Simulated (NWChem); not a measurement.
CH5O cation; SMILES C[OH2+]

All runs: NWChem. Pople sets run with spherical d functions. Structure relaxed at the PBE0/def2-SVP level. Vertical excitations in the gas phase.

**Question.** What does the run give for PBE/6-31+G*, full TDDFT? Quantities: lowest excitation, singlet (eV); oscillator strength of that lowest state; lowest triplet (eV); orbital gap (eV).

**Answer.** The lowest excitation, singlet (eV) comes out as 8.31 and the oscillator strength of that lowest state comes out as 0.000. The lowest triplet (eV) comes out as 7.84 and the orbital gap (eV) comes out as 8.12.
